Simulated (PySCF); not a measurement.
thionyl fluoride (F₂OS), singlet, geometry from GFN2-xTB, with bond 4-2 at 2.0 times its length; B3LYP/3-21G (PySCF).

Here is a job for PySCF.
```python
from pyscf import gto, scf, dft

mol = gto.M(
    atom='''
O     1.364314   -0.149536   -0.377770
S     0.202538   -0.006309    0.407834
F    -0.666917    1.265417   -0.235497
F    -2.014289   -2.236251   -0.715327
''',
    basis='3-21g',
    charge=0,
    spin=0,
    verbose=4,
)

mf = dft.RKS(mol)
mf.xc = 'b3lyp'
mf.diis = False
mf.damp = 0.6
mf.diis_start_cycle = 200
mf.max_cycle = 150
mf.kernel()
```

Output, abridged:

```
PySCF version 2.14.0

[INPUT] verbose = 4
[INPUT] num. atoms = 4
[INPUT] num. electrons = 42
[INPUT] charge = 0
[INPUT] spin (= nelec alpha-beta = 2S) = 0
[INPUT] symmetry False subgroup None
[INPUT] Mole.unit = angstrom
[INPUT] Symbol           X                Y                Z      unit          X                Y                Z       unit  Magmom
[...]
nuclear repulsion = 152.771564058278
number of shells = 22
number of NR pGTOs = 72
number of NR cGTOs = 40
basis = 3-21g
ecp = {}

******** <class 'pyscf.dft.rks.RKS'> ********
method = RKS
initial guess = minao
damping factor = 0.6
level_shift factor = 0
DIIS disabled
SCF conv_tol = 1e-09
SCF conv_tol_grad = None
SCF max_cycles = 150
direct_scf = True
direct_scf_tol = 1e-13
XC library pyscf.dft.libxc version 7.1.2
    S. Lehtola, C. Steigemann, M. J. T. Oliveira, and M. A. L. Marques,  SoftwareX 7, 1–5 (2018)
XC functionals = b3lyp
    P. J. Stephens, F. J. Devlin, C. F. Chabalowski, and M. J. Frisch,  J. Phys. Chem. 98, 11623 (1994)
radial grids:
    Treutler-Ahlrichs [JCP 102, 346 (1995); DOI:10.1063/1.469408] (M4) radial grids

becke partition: Becke, JCP 88, 2547 (1988); DOI:10.1063/1.454033
pruning grids: <function nwchem_prune>
grids dens level: 3
symmetrized grids: False
atomic radii adjust function: <function treutler_atomic_radii_adjust>
small_rho_cutoff = 0
Set gradient conv threshold to 3.16228e-05
Initial guess from minao.
tot grids = 61488
init E= -669.493830753292
[...]
cycle= 1 E= -668.835236639005  delta_E= 0.659  |g|= 1.33  |ddm|= 2.33

WARN: HOMO -0.173745008448636 == LUMO -0.173623627365206

cycle= 2 E= -668.46863676295  delta_E= 0.367  |g|= 1.33  |ddm|=  2.5
[...]
cycle= 3 E= -668.804694067544  delta_E= -0.336  |g|= 1.53  |ddm|= 2.41
[...]
cycle= 4 E= -668.400892276858  delta_E= 0.404  |g|= 1.47  |ddm|= 2.44
[...]
cycle= 5 E= -668.741103194544  delta_E= -0.34  |g|= 1.62  |ddm|= 2.46
[...]
cycle= 6 E= -668.381837455664  delta_E= 0.359  |g|=  1.5  |ddm|= 2.47
[...]
cycle= 7 E= -668.736701352248  delta_E= -0.355  |g|= 1.63  |ddm|= 2.47
[...]
cycle= 8 E= -668.381488605738  delta_E= 0.355  |g|=  1.5  |ddm|= 2.47
[...]
cycle= 9 E= -668.73570924348  delta_E= -0.354  |g|= 1.63  |ddm|= 2.47
[...]
cycle= 10 E= -668.381190383562  delta_E= 0.355  |g|=  1.5  |ddm|= 2.47
[...]
cycle= 11 E= -668.735122015571  delta_E= -0.354  |g|= 1.63  |ddm|= 2.47
[...]
cycle= 12 E= -668.380907987706  delta_E= 0.354  |g|=  1.5  |ddm|= 2.47
[...]
[...]
[...]
cycle= 120 E= -668.380253587855  delta_E= 0.354  |g|=  1.5  |ddm|= 2.47
[...]
cycle= 121 E= -668.734356142426  delta_E= -0.354  |g|= 1.63  |ddm|= 2.47
[...]
cycle= 122 E= -668.380248547058  delta_E= 0.354  |g|=  1.5  |ddm|= 2.47
[...]
cycle= 123 E= -668.734353533691  delta_E= -0.354  |g|= 1.63  |ddm|= 2.47
[...]
cycle= 124 E= -668.380243551142  delta_E= 0.354  |g|=  1.5  |ddm|= 2.47
[...]
cycle= 125 E= -668.734350930921  delta_E= -0.354  |g|= 1.63  |ddm|= 2.47
[...]
cycle= 126 E= -668.380238600561  delta_E= 0.354  |g|=  1.5  |ddm|= 2.47
[...]
cycle= 127 E= -668.734348334203  delta_E= -0.354  |g|= 1.63  |ddm|= 2.47
[...]
cycle= 128 E= -668.380233695769  delta_E= 0.354  |g|=  1.5  |ddm|= 2.47
[...]
cycle= 129 E= -668.734345743626  delta_E= -0.354  |g|= 1.63  |ddm|= 2.47
[...]
cycle= 130 E= -668.380228837227  delta_E= 0.354  |g|=  1.5  |ddm|= 2.47
[...]
cycle= 131 E= -668.73434315928  delta_E= -0.354  |g|= 1.63  |ddm|= 2.47
[...]
cycle= 132 E= -668.380224025404  delta_E= 0.354  |g|=  1.5  |ddm|= 2.47
[...]
cycle= 133 E= -668.734340581252  delta_E= -0.354  |g|= 1.63  |ddm|= 2.47
[...]
cycle= 134 E= -668.380219260767  delta_E= 0.354  |g|=  1.5  |ddm|= 2.47
[...]
cycle= 135 E= -668.734338009634  delta_E= -0.354  |g|= 1.63  |ddm|= 2.47
[...]
cycle= 136 E= -668.380214543791  delta_E= 0.354  |g|=  1.5  |ddm|= 2.47
[...]
cycle= 137 E= -668.734335444516  delta_E= -0.354  |g|= 1.63  |ddm|= 2.47
[...]
cycle= 138 E= -668.380209874955  delta_E= 0.354  |g|=  1.5  |ddm|= 2.47
[...]
cycle= 139 E= -668.734332885992  delta_E= -0.354  |g|= 1.63  |ddm|= 2.47
[...]
cycle= 140 E= -668.380205254745  delta_E= 0.354  |g|=  1.5  |ddm|= 2.47
[...]
cycle= 141 E= -668.734330334157  delta_E= -0.354  |g|= 1.63  |ddm|= 2.47
[...]
cycle= 142 E= -668.380200683644  delta_E= 0.354  |g|=  1.5  |ddm|= 2.47
[...]
cycle= 143 E= -668.734327789101  delta_E= -0.354  |g|= 1.63  |ddm|= 2.47
[...]
cycle= 144 E= -668.38019616215  delta_E= 0.354  |g|=  1.5  |ddm|= 2.47
[...]
cycle= 145 E= -668.734325250922  delta_E= -0.354  |g|= 1.63  |ddm|= 2.47
[...]
cycle= 146 E= -668.380191690755  delta_E= 0.354  |g|=  1.5  |ddm|= 2.47
[...]
cycle= 147 E= -668.734322719716  delta_E= -0.354  |g|= 1.63  |ddm|= 2.47
[...]
cycle= 148 E= -668.380187269962  delta_E= 0.354  |g|=  1.5  |ddm|= 2.47
[...]
cycle= 149 E= -668.734320195584  delta_E= -0.354  |g|= 1.63  |ddm|= 2.47
[...]
cycle= 150 E= -668.38018290028  delta_E= 0.354  |g|=  1.5  |ddm|= 2.47
SCF not converged.
SCF energy = -668.38018290028
```

Convergence was not reached.
